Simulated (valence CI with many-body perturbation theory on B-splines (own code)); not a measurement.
Results of a calculation; reference values are marked as such.
## Run record, Os3+

Method: configuration interaction combined with many-body perturbation theory (CI+MBPT): five valence electrons over a frozen Dirac-Fock core [Xe] 4f14, a basis of 5 s, 5 p, 4 d, 4 f functions for each j, with the one-electron correlation potential Σ1 (screened to all orders), the two-electron term Σ2, the three-electron term Σ3, Breit, model QED; selected single and double excitations, second order for the rest, scaled by the run's own slope (own B-spline code, finite nucleus).

Command, and the settings that its task file holds:

```sh
python run_cv.py task.json out
```

```
atom Os  Z=76  mass_number=192  rms_radius_fm=5.4126
core [Xe] 4f14
valence 5d5
avg = 1
basis = S
breit = 1
cap = 20000
capref = 1200
cscale = 1
de = 0.0
dress = 0
eps = 2e-08
extrap = 1
h = 0.27
hh = 1
l2 = 3
lcore = 6
maxit = 60
n2 = 5
natural = 1
nlev = 30
nno = [2, 2, 2, 2, 0]
nroot = 26
nsp = [3, 3, 2, 2, 0]
pt2 = 1
qed = 1
rpa = 1
s1 = 1
s2 = 1
s3 = 1
screen = 1
tol = 2e-05
whole = 1
```

It took 110 s on 1 thread of Intel(R) Xeon(R) Platinum 8488C (Sapphire Rapids) (shared host).

Log. The first blocks belong to the next ion, which gives the ionisation energy. Fields: 2J, parity (1 odd), roots, reference size, generating configurations, candidates as configurations/state functions, variational space P, stored matrix elements, Davidson steps; e2 is the range of second-order energies in hartree. The first line gives the box (bohr), its intervals, the orbitals and the steps of their self-consistent field. Window is the range of levels sought, series limit the energy at which the first omitted orbital would enter, core excitation an estimate of the first excitation out of the core, left out the lowest levels not solved, and shifts from estimates the range by which levels moved from their first estimate, all in cm⁻¹.

```
rmax 17.7 intervals 63 orbitals 31 references ['5d5', '5d4 6s', '5d3 6s2', '5d4 6p'] scf 8 t 1.8
2J=0 par=0 roots 2 ref 19 generators 8 cand 1970/4103 P 765/1465 nnz 0 it 7
2J=0 par=0 roots 2 ref 19 generators 29 cand 5065/11000 P 1775/3877 nnz 1.4e+06 it 8
   second order: generators 67 cand 9180/18384 e2 -0.00004 -0.00002
2J=2 par=0 roots 2 ref 37 generators 11 cand 2065/11057 P 433/1996 nnz 0 it 6
2J=2 par=0 roots 2 ref 37 generators 31 cand 5125/29249 P 1535/8381 nnz 7.8e+06 it 7
   second order: generators 83 cand 9138/47248 e2 -0.00009 -0.00004
reference levels 512, estimated 56, window 49604 1/cm; series limit 251299, core excitation 323619
2J=5 par=0 roots 9 ref 29 generators 15 cand 4094/75573 P 330/3996 nnz 3.5e+06 it 10
2J=5 par=0 roots 9 ref 29 generators 66 cand 18055/484987 P 1616/19984 nnz 4.7e+07 it 12
   second order: generators 256 cand 31837/840908 e2 -0.00063 -0.00028
2J=7 par=0 roots 7 ref 23 generators 9 cand 1870/18635 P 287/3980 nnz 3.9e+06 it 8
2J=7 par=0 roots 7 ref 23 generators 58 cand 16933/500366 P 1551/19989 nnz 5e+07 it 10
   second order: generators 211 cand 31253/874828 e2 -0.00062 -0.00042
2J=3 par=0 roots 6 ref 24 generators 12 cand 2792/30983 P 391/3981 nnz 3.4e+06 it 9
2J=3 par=0 roots 6 ref 24 generators 59 cand 16471/351389 P 1889/19982 nnz 4e+07 it 11
   second order: generators 221 cand 31885/660938 e2 -0.00065 -0.00040
2J=11 par=0 roots 4 ref 8 generators 8 cand 3132/48891 P 372/3990 nnz 3.6e+06 it 5
2J=11 par=0 roots 4 ref 8 generators 53 cand 18124/402729 P 1786/19992 nnz 4e+07 it 8
   second order: generators 206 cand 33167/696442 e2 -0.00044 -0.00031
2J=9 par=0 roots 5 ref 17 generators 10 cand 1717/15333 P 333/3995 nnz 3.7e+06 it 6
2J=9 par=0 roots 5 ref 17 generators 66 cand 17416/472724 P 1748/19998 nnz 4.6e+07 it 9
   second order: generators 214 cand 30147/789251 e2 -0.00055 -0.00037
2J=1 par=0 roots 5 ref 15 generators 10 cand 2203/11214 P 714/3999 nnz 2.7e+06 it 7
2J=1 par=0 roots 5 ref 15 generators 63 cand 16092/189488 P 2793/19995 nnz 2.8e+07 it 10
   second order: generators 211 cand 29422/341627 e2 -0.00039 -0.00023
2J=13 par=0 roots 2 ref 3 generators 3 cand 824/5478 P 548/3979 nnz 3.3e+06 it 4
2J=13 par=0 roots 2 ref 3 generators 34 cand 14107/252353 P 1827/15889 nnz 2.4e+07 it 6
   second order: generators 129 cand 27383/461934 e2 -0.00035 -0.00028
left out: unestimated 77104, estimated 57535, shifts from estimates -137 to 71
operators 6.1
```

The Davidson iterations converged.

No measured spectrum was set against this ion. As an estimate, terms of the open shell hold to 2 to 4 % of their energy, and close levels can change places; different configurations can be misplaced against each other by 1,000 to 8,000 cm⁻¹. Only levels of the ground parity were solved; by the run's estimate the other parity begins above the list, which can be wrong where configurations are misplaced.

```yaml
Valence_energy: -13.11934 hartree
Ionisation_energy: "41.471 eV (NIST: 41 ± 1.7 eV (theoretical))"
Reference_configurations_for_the_orbitals: 5d5, 5d4 6s, 5d3 6s2, 5d4 6p
Radial_orbitals: 31
Box_radius: 17.7 bohr
Largest_variational_space: 19998
Lowest_levels: 5d5 6S_5/2 0.0, 5d5 4G_5/2 [a] 18000, 5d5 4G_7/2 22066, 5d5 4P_3/2 22430, 5d5 4G_5/2 [b] 22961, 5d5 4G_11/2 23222, 5d5 4G_9/2 23813, 5d5 4P_1/2 24611, 5d5 4D_7/2 27953, 5d5 4D_5/2 29606, 5d5 4D_1/2 30673, 5d5 4D_3/2 31809, 5d5 2I_11/2 33269, 5d5 4F_3/2 [a] 35335 cm⁻¹
```

Names give the largest LS component (configuration and term), which can be under half, so a name can repeat, a term be missing and a line seem to break the LS rules; names also repeat where a configuration has a term twice. Letters in brackets count levels of one name in rising energy.
